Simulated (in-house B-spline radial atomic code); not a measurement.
Ionising Se3+ with different functionals

Computed with a B-spline radial code for spherical atoms: four-component Dirac-Coulomb Hamiltonian, Fermi nucleus of rms radius 4.14 fm, spin-restricted, spherical fractional occupations for the functionals, and exact exchange of hybrids averaged over the configuration. The ionisation energy is the difference of two self-consistent energies, [Ar] 3d10 4s2 4p1 → [Ar] 3d10 4s2, without Breit or QED terms; ε is the level of the shell that loses the electron (mean over j). The electron is taken from both j subshells in proportion to 2j + 1, so the result is a j average, not the step between ground levels.

```
   method                    rung  ΔSCF (eV)  -ε(4p) (eV)
    B97-1           global hybrid          ?            ?
    B3LYP           global hybrid      42.53        37.91
CAM-B3LYP  range-separated hybrid      42.61        39.75
    HSE06  range-separated hybrid          ?            ?
```

(1) What does B97-1 give?

(2) What does HSE06 give?

(3) Among the functionals, which spreads more, the ΔSCF values or the orbital energies?

(4) How do they compare with the NIST value?

Answers

(1) ΔSCF 42.22 eV, and -ε(4p) = 37.72 eV.

(2) ΔSCF 42.41 eV, and -ε(4p) = 37.71 eV.

(3) The orbital energies: ΔSCF values span about 0.39 eV and the orbital energies 2.03 eV; here energy differences depend much less on the functional than eigenvalues do.

(4) NIST lists 42.947 eV ± 0.003 (measured, ground level to ground level). Errors run from -0.73 to -0.33 eV; CAM-B3LYP is closest (-0.33 eV), but part of that can be cancellation, since the calculations leave out Breit-QED terms, spin polarisation, the choice among j levels, multiplet and fine-structure energies.
